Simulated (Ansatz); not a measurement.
One change: `B[NH][Al]([F])[SH]` becomes `[F][Al]([SH])[Br]`.

Ansatz, PBE0-D4/def2-TZVP geometries, multiplicity 1. Each molecule was computed in one conformer, which needn't be the lowest.

Scalar relativity is left out up to krypton.

| property | `B[NH][Al]([F])[SH]` |
| --- | --- |
| HOMO energy (PBE0/def2-TZVPP) / eV | -7.72 |
| HOMO–LUMO gap (PBE0/def2-TZVPP) / eV | 7.00 |
| LUMO energy (PBE0/def2-TZVPP) / eV | -0.72 |
| HOMO energy (B3LYP/def2-TZVPP) / eV | -7.45 |
| HOMO–LUMO gap (ωB97M-V/def2-TZVPP) / eV | 11.08 |
| HOMO–LUMO gap (PBE/def2-TZVPP) / eV | 4.82 |

Question: Give the same properties after the change, and the shifts. (Estimate.)

Answer: The calculation gave: 
```
                               property  `[F][Al]([SH])[Br]`  shift
     HOMO energy (PBE0/def2-TZVPP) / eV                -8.29  -0.57
   HOMO–LUMO gap (PBE0/def2-TZVPP) / eV                 7.14   0.14
     LUMO energy (PBE0/def2-TZVPP) / eV                -1.14  -0.42
    HOMO energy (B3LYP/def2-TZVPP) / eV                -8.01  -0.56
HOMO–LUMO gap (ωB97M-V/def2-TZVPP) / eV                11.02  -0.06
    HOMO–LUMO gap (PBE/def2-TZVPP) / eV                 5.07   0.25
```

With PBE0 the HOMO falls by 0.57 eV and the LUMO falls by 0.42 eV, so the gap widens by about 0.15 eV. PBE moves the HOMO by -0.55 eV and ωB97M-V by -0.55 eV.

B3LYP here is the variant with VWN-RPA as its local correlation; programs differ in this.

Spin–orbit coupling is left out; it splits and shifts lone-pair levels of the heavy atoms by tenths of an eV.
